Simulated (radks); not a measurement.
Question: Species: the iridium ion Ir6+. Configuration: [Xe] 4f14 5d(3/2: 3, 5/2: 0). Method: Dirac Kohn-Sham, relativistic LDA (MacDonald-Vosko exchange, VWN5 correlation), spin-unpolarised, spherical densities, finite nucleus; Fermi nuclear charge, rms radius 5.4032 fm; computed with a radial shooting solver on a logarithmic mesh with Libxc functionals. Some entries of the table are withheld. Estimate them.

| orbital | occ. | eigenvalue (hartree) | <r^2> (bohr^2) |
|---|---|---|---|
| 1s1/2 | 2 | -2775.593 | (1) |
| 2s1/2 | 2 | -488.3177 | (2) |
| 2p1/2 | 2 | -468.4256 | (3) |
| 2p3/2 | 4 | -409.4062 | (4) |
| 3s1/2 | 2 | -116.5616 | 0.04168 |
| 3p1/2 | 2 | -107.5493 | 0.03805 |
| 3p3/2 | 4 | -94.61227 | 0.04452 |
| 3d3/2 | 4 | -79.42032 | 0.03422 |
| 3d5/2 | 6 | -76.60743 | 0.03599 |
| 4s1/2 | 2 | -27.19197 | 0.2037 |
| 4p1/2 | 2 | -23.37184 | (5) |
| 4p3/2 | 4 | -20.30069 | (6) |
| 4d3/2 | 4 | -13.99585 | 0.2583 |
| 4d5/2 | 6 | -13.42237 | 0.2705 |
| 5s1/2 | 2 | -6.51114 | (7) |
| 4f5/2 | 6 | -5.35988 | 0.3400 |
| 5p1/2 | 2 | (8) | 1.210 |
| 4f7/2 | 8 | -5.24442 | 0.3496 |
| 5p3/2 | 4 | (9) | 1.411 |
| 5d3/2 | 3 | -2.99117 | 2.120 |
| 5d5/2 | 0 | -2.92224 | 2.212 |

Answer: 
(1) 1s1/2 <r^2> (bohr^2): 0.0004234
(2) 2s1/2 <r^2> (bohr^2): 0.006411
(3) 2p1/2 <r^2> (bohr^2): 0.004549
(4) 2p3/2 <r^2> (bohr^2): 0.005739
(5) 4p1/2 <r^2> (bohr^2): 0.2083
(6) 4p3/2 <r^2> (bohr^2): 0.2422
(7) 5s1/2 <r^2> (bohr^2): 1.044
(8) 5p1/2 eigenvalue (hartree): -5.27459
(9) 5p3/2 eigenvalue (hartree): -4.73921
